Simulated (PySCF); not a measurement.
## Correlation energy of Mo²⁺ (molybdenum, charge +2)

[Kr] 4d3 5s1, high-spin 5F determinant (an excited configuration). All numbers are calculated (PySCF 2.14, the spin-free X2C one-electron Hamiltonian (Gaussian nucleus), in ANO-RCC-VTZP (7s6p4d2f1g, 68 functions)). Frozen: [Ar] 3d10; 12 electrons correlated.

MP2 pair energies summed by pair of shells (mhartree):

```
 pair   energy  share (%)
4p-4p  -102.23       33.4
4p-4d  -101.73       33.3
4s-4p   -35.31       11.5
4p-5s   -18.07        5.9
4d-4d   -15.67        5.1
4s-4d   -13.49        4.4
4d-5s   -12.31        4.0
4s-4s    -5.82        1.9
4s-5s    -1.14        0.4
```

Total MP2 correlation energy: -305.77 mhartree.

Same-spin part -96.88 and opposite-spin part -208.89 mhartree; SCS-MP2 scales them by 1/3 and 6/5 to -282.96 mhartree.
